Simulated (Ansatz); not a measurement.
C$_{6}$H$_{5}$O, doublet, geometry from GFN2-xTB. Base run: R2SCAN/STO-3G (Ansatz, a quantum-chemistry and plane-wave program).

Ansatz was given this input:
Ansatz 0.2 input:
```yaml
crystal:
  periodic: [false, false, false]
  atoms:
    - {symbol: O, position_ang: [2.15820192, 0.76050271, 0.14167733]}
    - {symbol: C, position_ang: [0.99387688, 0.35022027, 0.06524404]}
    - {symbol: C, position_ang: [-0.05262365, 1.11673180, -0.58836309]}
    - {symbol: C, position_ang: [-1.33368691, 0.64846794, -0.66378078]}
    - {symbol: C, position_ang: [-1.67277158, -0.58944777, -0.10981077]}
    - {symbol: C, position_ang: [-0.70224830, -1.36588656, 0.53012977]}
    - {symbol: C, position_ang: [0.58832548, -0.92796230, 0.62352978]}
    - {symbol: H, position_ang: [0.22827234, 2.07005917, -1.01009348]}
    - {symbol: H, position_ang: [-2.09796287, 1.23438061, -1.15457634]}
    - {symbol: H, position_ang: [-2.68903715, -0.94755733, -0.17652454]}
    - {symbol: H, position_ang: [-0.98368383, -2.32028488, 0.95227855]}
    - {symbol: H, position_ang: [1.35156462, -1.51335950, 1.11380346]}
basis:
  gaussian:
    orbitals: STO-3G
hamiltonian:
  xc: r2scan
magnetization: {spin_polarized: true, initial_magnetization: 1}
```

Each row names what was changed in the base input (with any setting that the change needs).

| change | ΔE vs base (mEh) |
|---|---|
| base | 0.000 |
| point_charge = charge:-1.0 position_ang:3.6396, 1.6413, 3.5905 | 4.659 |
| final_grid = 4, 8, 17 | -10.237 |
| final_grid = 6, 12, 29 | -0.248 |
| lower_state_search = full | 0.000 |
| point_charge = charge:1.0 position_ang:-0.4475, -5.6529, 1.2084 | 1.938 |
| point_charge = charge:0.5 position_ang:4.9923, -1.6679, -1.1014 | -3.557 |
| lower_state_search = light | 0.000 |
| final_grid = 14, 28, 59 | -0.014 |
| final_grid = 10, 20, 41 | -0.189 |
| fitting.mean_field = def2-universal-JKFIT | -2.235 |
